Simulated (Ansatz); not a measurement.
Species: C3H5O, net charge 0, doublet state. It need not be the lowest isomer of its formula. 
Geometry from a B3LYP-D3(BJ)/def2-TZVP (Ansatz, a quantum-chemistry and plane-wave program) optimisation:
```
C
O 1 1.3705
C 1 1.4456 2 62.94
H 3 1.0843 1 120.22 2 100.99
H 3 1.0873 4 115.89 2 135.00
C 1 1.4812 2 123.37 3 -126.96
H 6 1.0900 1 110.45 2 172.26
H 6 1.0912 7 108.50 1 -121.25
H 6 1.0990 7 108.47 8 -117.05
```
Charge 0, spin multiplicity 2.

Dipole moments at this geometry, in debye (magnitudes).

| level | program | dipole (D) |
|---|---|---|
| revPBE/def2-TZVPD | Ansatz | (withheld) |
| r2SCAN/def2-TZVPD | Ansatz | 1.77 |
| B3LYP/def2-TZVPD | Ansatz | 1.83 |
| r2SCANh/def2-TZVPD | Ansatz | 1.81 |
| r2SCAN0/def2-TZVPD | Ansatz | 1.87 |
| CCSD(T)/aug-cc-pVDZ | Ansatz | (withheld) |

### Question
What belongs in the gaps?

### Answer

- revPBE/def2-TZVPD, dipole (D): 1.66
- CCSD(T)/aug-cc-pVDZ, dipole (D): 1.81
